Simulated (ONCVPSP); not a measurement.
## tungsten (W): one change to an ONCV potential, before and after

ONCVPSP 4.0.1 input, shortened (lines: element, Z, core and valence counts, functional; n l f; lmax; l rc ep ncon nbas qcut; lloc lpopt rc5 dvloc0; l nproj debl; icmod fcfact rcfact), LDA (Perdew-Wang 92), scalar-relativistic:

```
  W 74.00   10    3  -001012      upf
    1    0    2.00
    2    0    2.00
    2    1    6.00
    3    0    2.00
    3    1    6.00
    3    2   10.00
    4    0    2.00
    4    1    6.00
    4    2   10.00
    4    3   14.00
    5    0    2.00
    5    1    6.00
    5    2    4.00
    2
    0    1.80    0.00    4    7    7.30
    1    1.20    0.00    3    6    5.50
    2    2.25    0.00    5    9    7.30
    4    5    0.80    3.00
    0    3    1.10
    1    2    2.60
    2    2    3.40
    0    0.00    0.00
```

In the s channel the program set the typed energies aside and used -3.510, 0.050, 1.150 Ha.

All-electron outer shells of the reference configuration (LDA (PZ), scalar-relativistic, ld1.x):

```csv
shell,level (eV),outermost node (bohr),outermost maximum (bohr)
5p,-59.58,0.57,1.09
4f,-49.69,–,0.43
5d,-20.20,0.63,1.49
```

Change: s: rc 2.2.

Cutoffs: the cutoffs (Ha) at which the residual kinetic energy of the hardest occupied pseudo-wave falls to 1 and 0.1 mHa per electron; they do not see the model core or the augmentation charge, which bear on the density cutoff. Errors are all-electron minus pseudo energies relative to the spin-unpolarised reference configuration.

**Question.** What does the change do?

**Answer.** Both files keep a bound ghost (s); of the 4 tests that both files solve, the error grows in 0 and shrinks in 2 by more than 15 % and 0.3 meV (median size 6.7 → 6.1 meV).

| quantity | base | changed |
| --- | --- | --- |
| bound ghosts | s | s |
| GHOST(+) flags under 300 eV | p at 143.5 eV | p at 143.5 eV |
| error for 5s2 5p6 5d4 6s2, meV [ΔE -25.14 eV] | +11 | +7.9 |
| error for 5s2 5p6 5d4 6s1, meV [ΔE -16.02 eV] | +6.0 | +5.0 |
| error for 5s2 5p6 5d3, meV [ΔE 25.71 eV] | -7.5 | -7.2 |
| error for 5s2 5p6 5d5, meV [ΔE -15.17 eV] | +0.5 | +0.6 |
| p: phases at 1.22 bohr within 0.05 rad from the reference energy up to (Ha; the scan ends near 5) | to the end of the scan | to the end of the scan |
| d: phases at 2.28 bohr within 0.05 rad from the reference energy up to (Ha; the scan ends near 5) | to the end of the scan | to the end of the scan |

 A true bound ghost makes a file unfit for plane-wave use even where its test errors are small: the radial tests pick states by their node count and pass the ghost by.
